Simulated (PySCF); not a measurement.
**Calculated properties of `CO[C@H]1C[C@@H](N)C1`**

C5H11NO.
Atom-mapped SMILES: `[CH3:1][O:2][C@H:3]1[CH2:4][C@@H:5]([NH2:6])[CH2:7]1` (hydrogens: H8, H9, H10 on C1; H11 on C3; H12, H13 on C4; H14 on C5; H15, H16 on N6; H17, H18 on C7)

Among its groups: ether, amine and cyclobutane ring.

From GFN2-xTB geometry:

| Quantity | Value |
| --- | --- |
| Point group of the GFN2-xTB geometry | C1 |
| Rotational constants A, B, C of the GFN2-xTB geometry | 6.471, 1.502, 1.414 GHz |

CAM-B3LYP/def2-SVPD ground state and vertical TDDFT (core frozen in the response) (PySCF):

| Quantity | Value |
| --- | --- |
| Dipole moment | 2.14 D |
| HOMO energy | -8.11 eV |
| LUMO energy | 1.39 eV |
| HOMO–LUMO gap | 9.50 eV |
| Lowest singlet excitation | 6.30 eV (197 nm, f = 0.027) |
| Strongest line among the 8 lowest singlet transitions | S1 at 6.30 eV (197 nm, f = 0.027) |
| Lowest triplet excitation (Tamm–Dancoff) | 6.02 eV |
| Static isotropic polarisability | 71.9 au |
| Electronic spatial extent ⟨r²⟩ about the centre of nuclear charge | 922 bohr² |

PBE0/pcSseg-1 ground state and GIAO shieldings, non-relativistic (PySCF):

| Property | Result |
| --- | --- |
| Lowest Hirshfeld atomic charge | -0.24 e on N6 |
| Highest Hirshfeld atomic charge | +0.11 e on H15/H16 |
| 13C chemical shifts (computed TMS as zero) by class | 69.6 (C3), 57.2 (C1), 43.5 (C4/C7), 42.9 (C5) ppm |
| 1H chemical shifts (computed TMS as zero) by class | 3.39 (H11), 3.31 (H8/H9/H10), 2.96 (H14), 2.72 (H13/H17), 1.50 (H12/H18), 0.77 (H15/H16) ppm |
| Isotropic shieldings of nuclei other than C and H, by class | 205 (N6), 282 (O2) ppm |
| Mayer bond orders between heavy atoms | C1–O2 0.94, O2–C3 0.91, C3–C4 1.02, C4–C5 1.00, C5–N6 1.03, C5–C7 0.99, C7–C3 1.02 |

Monoisotopic mass from the formula: 101.0841 u.

With B = h/(8π²I), that is 505.379 GHz u Å² over I, the principal moments of inertia are 78.1, 336.4 and 357.4 u Å² (most abundant isotopes). The principal polarisabilities are 64.7, 68.1 and 82.8 au; their mean is the isotropic value. The polarisability is 10.65 Å³ as a volume (1 au = 0.148185 Å³), or 1.28 au for each of the 56 electrons. The vertical singlet–triplet gap S1 − T1 is 0.28 eV (TDDFT singlet less Tamm–Dancoff triplet; S1: HOMO→LUMO+1, weight 0.48, beside HOMO→LUMO, weight 0.38; T1: HOMO→LUMO+1, weight 0.48, beside HOMO→LUMO, weight 0.32).

One conformer (not necessarily the lowest) at the GFN2-xTB geometry, without solvent or vibrations. NMR classes are plain means over equivalent atoms (diastereotopic ones count apart unless rotation or inversion swaps them), as if these changed places fast; in this geometry the members of some classes differ.

Conformer computed: `[CH3:1][O:2][C@H:3]1[CH2:4][C@@H:5]([NH2:6])[CH2:7]1`: C1–O2–C3–C4 -178°, H–N6–C5–C4 54°, H–N6–C5–C4 174°.
